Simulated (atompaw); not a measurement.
**Which change was made? (In, PAW (atompaw))**

```
Element                 : indium (In)
Generator               : atompaw 4.2.0.5
Type                    : PAW
Functional              : PBEsol
Relativity              : scalar-relativistic
Frozen core             : [Kr]
Valence charge          : 13
Reference configuration : 4d10 5s2 5p1
Partial waves           : 5s (bound): rc 2.40 bohr; 5s channel at 0.4 Ry: rc 2.40 bohr; 5p (bound): rc 2.00 bohr; 5p channel at 0.8 Ry: rc 2.40 bohr; 4d (bound): rc 1.70 bohr; 4d channel at -1.05 Ry: rc 2.40 bohr
Local potential         : bessel scheme, radius 1.95 bohr
Core correction         : smooth core density matched at 1.25 bohr
Augmentation charge     : besselshape compensation charge, radius 2.40 bohr; PAW radius 2.40 bohr; waves and projectors: custom rrkj gramschmidtortho
```

Cutoffs, loose and tight: the cutoffs (Ry, on a coarse ladder) from which the occupation-weighted sum of valence levels, in a spherical-Bessel basis at the reference potential, stays within 10 and 1 mRy of its value at 400 Ry. They see the waves, projectors and local potential, not the compensation charge or the core.

The base gives: outcome: generated; cutoff, loose: 40 Ry; cutoff, tight: 70 Ry; bound ghosts: none.

**Question.** After one change the result is: outcome: generated; cutoff, loose: 6 Ry; cutoff, tight: 10 Ry; bound ghosts: none. Which change was it?
A. wave 5p (bound): rc 2.00 bohr becomes 5p (bound): rc 1.62 bohr
B. augmentation besselshape compensation charge, radius 2.40 bohr; PAW radius 2.40 bohr; waves and projectors: custom polynom2 7 10 vanderbiltortho
C. core [Kr] 4d10, valence charge 3; reference 5s2 5p1; waves now 5s (bound): rc 2.25 bohr; 5s channel at 2.45 Ry: rc 2.25 bohr; 5p (bound): rc 2.25 bohr; 5p channel at 0.4 Ry: rc 2.25 bohr; local potential bessel scheme, radius 2.10 bohr; core correction smooth core density matched at 1.40 bohr; augmentation besselshape compensation charge, radius 2.20 bohr; PAW radius 2.25 bohr; waves and projectors: custom rrkj gramschmidtortho

**Answer.** C. The others give: augmentation besselshape compensation charge, radius 2.40 bohr; PAW radius 2.40 bohr; waves and projectors: custom polynom2 7 10 vanderbiltortho → outcome: generated; cutoff, loose: 90 Ry; cutoff, tight: 260 Ry; bound ghosts: none | wave 5p (bound): rc 2.00 bohr becomes 5p (bound): rc 1.62 bohr → outcome: failed: atompaw: The overlap operator has at least one negative eigenvalue!.
